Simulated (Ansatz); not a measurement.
# Molecular dynamics of H₃CCl

Input file:

```yaml
crystal:
  lattice:
    - [8.717128, 0.0, 0.0]
    - [0.0, 8.717128, 0.0]
    - [0.0, 0.0, 8.717128]
  atoms:
    - { symbol: C, position: [0.02926411, 0.49698866, 0.02715817] }
    - { symbol: Cl, position: [0.0877151, 0.4155382, 0.20489326] }
    - { symbol: H, position: [-0.09013731, 0.53661848, 0.03988884] }
    - { symbol: H, position: [0.10881166, 0.59228556, -0.00185742] }
    - { symbol: H, position: [0.03527133, 0.40721012, -0.06250244] }
    - { symbol: C, position: [0.24726264, 0.8315996, 0.73871328] }
    - { symbol: Cl, position: [0.29847777, 0.63386001, 0.73955878] }
    - { symbol: H, position: [0.32773361, 0.89366189, 0.81403914] }
    - { symbol: H, position: [0.25590326, 0.87543296, 0.6200862] }
    - { symbol: H, position: [0.12866823, 0.84141619, 0.78238042] }
    - { symbol: C, position: [0.70761556, 0.99150428, 0.54599062] }
    - { symbol: Cl, position: [0.64770917, 1.03464037, 0.73562224] }
    - { symbol: H, position: [0.70339357, 1.09710042, 0.47704067] }
    - { symbol: H, position: [0.82459192, 0.94528126, 0.55032598] }
    - { symbol: H, position: [0.62809882, 0.90628865, 0.498556] }
    - { symbol: C, position: [0.39494425, 0.33607552, 0.93695237] }
    - { symbol: Cl, position: [0.35860477, 0.14292133, 0.98946445] }
    - { symbol: H, position: [0.32269833, 0.41081998, 1.00831546] }
    - { symbol: H, position: [0.51745053, 0.36061538, 0.95624855] }
    - { symbol: H, position: [0.36547899, 0.3518464, 0.81557879] }
    - { symbol: C, position: [0.65237754, 0.454436, 0.64266115] }
    - { symbol: Cl, position: [0.72082207, 0.60655156, 0.75933237] }
    - { symbol: H, position: [0.5276593, 0.46697473, 0.63280244] }
    - { symbol: H, position: [0.70599061, 0.46171224, 0.52905207] }
    - { symbol: H, position: [0.67966699, 0.34400148, 0.6965576] }
    - { symbol: C, position: [0.51109915, 0.52047435, 0.24938377] }
    - { symbol: Cl, position: [0.69044435, 0.42207792, 0.23536027] }
    - { symbol: H, position: [0.50262014, 0.60162946, 0.15316416] }
    - { symbol: H, position: [0.41584577, 0.43621421, 0.24312346] }
    - { symbol: H, position: [0.50784263, 0.58316129, 0.35933748] }
    - { symbol: C, position: [0.31602787, 0.19239016, 0.5682498] }
    - { symbol: Cl, position: [0.32454372, 0.0724404, 0.40285092] }
    - { symbol: H, position: [0.24531726, 0.13589852, 0.65770532] }
    - { symbol: H, position: [0.43385527, 0.20566737, 0.61191471] }
    - { symbol: H, position: [0.26531164, 0.30449762, 0.53553334] }
    - { symbol: C, position: [0.0923341, 0.8983798, 0.15010103] }
    - { symbol: Cl, position: [0.27366443, 0.80937087, 0.13217413] }
    - { symbol: H, position: [0.09953454, 1.01212713, 0.09609453] }
    - { symbol: H, position: [0.00632586, 0.82555902, 0.09353964] }
    - { symbol: H, position: [0.06662746, 0.91080603, 0.27275366] }
basis:
  ecutwfc: 420.0
kpoints:
  mp_grid: { grid: [1, 1, 1] }
hamiltonian:
  xc: lda
scf:
  occupations: { method: fermi_dirac, width: 0.02 }
  lower_state_search: "off"
md:
  timestep: 0.5
  n_steps: 230
  ensemble: nvt_langevin
  temperature: 500.0
  initial_velocities: maxwell_boltzmann
  seed: 12180
  friction: 0.02
```

Run as:

```bash
$ ansatz run input.yaml --threads 1 --pin off --max-ram 3072MiB --backend cpu --events-out ev --progress --plain --runs-dir out
```

It starts from a partly relaxed structure (largest force component 0.28 eV/Å).

Output, in part (step lines):

```
md step     0: t =     0.00 fs  T =   487.5 K  F+E_penalty+E_count = -10677.90153769 eV  E_kin = 2.520570 eV  (9 SCF iters)
md step     1: t =     0.50 fs  T =   472.6 K  F+E_penalty+E_count = -10677.85964773 eV  E_kin = 2.443330 eV  (7 SCF iters)
md step     2: t =     1.00 fs  T =   430.6 K  F+E_penalty+E_count = -10677.73331625 eV  E_kin = 2.226279 eV  (7 SCF iters)
md step     3: t =     1.50 fs  T =   396.7 K  F+E_penalty+E_count = -10677.54661297 eV  E_kin = 2.051078 eV  (7 SCF iters)
md step     4: t =     2.00 fs  T =   376.7 K  F+E_penalty+E_count = -10677.33841792 eV  E_kin = 1.947437 eV  (7 SCF iters)
md step     5: t =     2.50 fs  T =   356.7 K  F+E_penalty+E_count = -10677.15408485 eV  E_kin = 1.844190 eV  (5 SCF iters)
md step     6: t =     3.00 fs  T =   325.6 K  F+E_penalty+E_count = -10677.01490682 eV  E_kin = 1.683689 eV  (5 SCF iters)
md step     7: t =     3.50 fs  T =   304.0 K  F+E_penalty+E_count = -10676.92252959 eV  E_kin = 1.571771 eV  (5 SCF iters)
[... lines left out ...]
```

The steps, from the saved trajectory:

| time (fs) | T (K) | potential energy less start (eV) |
| --- | --- | --- |
| 0.0 | 488 | 0.000 |
| 3.5 | 304 | 0.979 |
| 7.0 | 261 | 1.250 |
| 10.5 | 286 | 1.098 |
| 14.0 | 321 | 1.092 |
| 17.5 | 386 | 0.713 |
| 21.0 | 385 | 0.969 |
| 24.5 | 317 | 1.181 |
| 28.0 | 355 | 1.307 |
| 31.5 | 394 | 1.265 |
| 35.0 | 433 | 1.064 |
| 38.5 | 391 | 1.363 |
| 42.0 | 350 | 1.734 |
| 45.5 | 448 | 1.544 |
| 49.0 | 520 | 1.293 |
| 52.5 | 475 | 1.251 |
| 56.0 | 425 | 1.616 |
| 59.5 | 405 | 1.829 |
| 63.0 | 441 | 1.635 |
| 66.5 | 457 | 1.520 |
| 70.0 | 445 | 1.455 |
| 73.5 | 392 | 1.610 |
| 77.0 | 420 | 1.465 |
| 80.5 | 437 | 1.469 |
| 84.0 | 439 | 1.333 |
| 87.5 | 460 | 1.382 |
| 91.0 | 362 | 1.746 |
| 94.5 | 374 | 1.672 |
| 98.0 | 464 | 1.239 |
| 101.5 | 395 | 1.450 |
| 105.0 | 363 | 1.682 |
| 108.5 | 413 | 1.526 |
| 112.0 | 414 | 1.603 |

The run went to its last step. The mean temperature of the second half is 17 % below the set value. A run of 0.12 ps of so small a system gives no equilibrium averages. Limits of this set-up: coarse k mesh.

Mean squared displacements from the first frame to the last, about the centre of mass: C 0.15 Å², Cl 0.13 Å², H 0.94 Å².

Last frame:

```xyz
40
Lattice="8.7171 0.0000 0.0000 0.0000 8.7171 0.0000 0.0000 0.0000 8.7171" Properties=species:S:1:pos:R:3
C 0.020 4.479 0.530
Cl 0.740 3.783 2.026
H -1.034 4.455 0.623
H 0.502 5.419 0.248
H 0.105 3.760 -0.313
C 2.734 7.205 6.661
Cl 2.368 5.455 6.416
H 3.797 7.270 7.034
H 2.911 7.520 5.570
H 2.027 7.756 7.307
C 6.258 8.810 4.511
Cl 5.535 8.917 6.122
H 5.451 9.098 3.809
H 7.013 9.654 4.562
H 6.591 7.809 4.381
C 3.392 2.857 8.060
Cl 3.055 1.179 8.688
H 2.853 3.626 8.692
H 4.456 3.004 8.043
H 3.045 2.863 7.077
C 5.649 4.243 5.943
Cl 6.169 5.786 6.787
H 4.645 4.342 5.405
H 6.408 3.752 5.312
H 5.494 3.423 6.682
C 4.675 4.480 1.868
Cl 6.139 3.617 2.691
H 5.104 4.869 0.851
H 3.950 3.718 1.736
H 4.351 5.284 2.555
C 2.728 1.404 4.957
Cl 3.001 0.401 3.468
H 2.879 0.765 5.803
H 3.442 2.224 4.821
H 1.675 1.617 5.075
C 0.639 7.995 1.361
Cl 2.157 7.043 1.284
H -0.131 7.653 0.523
H 0.104 8.047 2.348
H 0.873 9.081 1.122
```

Run time: 6.9 min on 1 thread of Intel(R) Xeon(R) Platinum 8488C (Sapphire Rapids), with other jobs on the host, peak memory 0.54 GiB.
